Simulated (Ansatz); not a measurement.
Total energies of the cluster Sr2S2⁺ from Ansatz at r2SCAN-D4/def2-TZVP, gas phase (1 Eh = 27.2114 eV = 2625.5 kJ/mol). The reference geometry is relaxed at r2SCAN-D4/def2-TZVP.

```tsv
atom	x (Å)	y (Å)	z (Å)
Sr1	0.9830	0.5106	1.8294
Sr2	-0.9783	-0.5186	-1.8296
S3	-1.1797	-0.7082	0.8315
S4	1.1751	0.7162	-0.8313
```

```
           state                        geometry  energy (Eh)
charge 1 doublet                       reference   -857.77749
charge 0 singlet                       reference   -857.96394
charge 1 quartet  relaxed at r2SCAN-D4/def2-TZVP   -857.68082
```

In the def2 sets Sr takes a core potential; there is no spin–orbit coupling.

Q: Work out the vertical electron affinity, to the singlet.

A: E(charge 1 doublet) − E(charge 0 singlet) = -857.77749 − (-857.96394) = 0.18645 Eh = 5.07 eV.

Q: Which of the charge 1 states is lowest, and how far above it are the others?

A: The doublet. quartet: -857.68082 − (-857.77749) = 0.09667 Eh = 253.8 kJ/mol. The quartet differs in its bonds from the reference.

The structure comes from a short search, and lower isomers may exist.
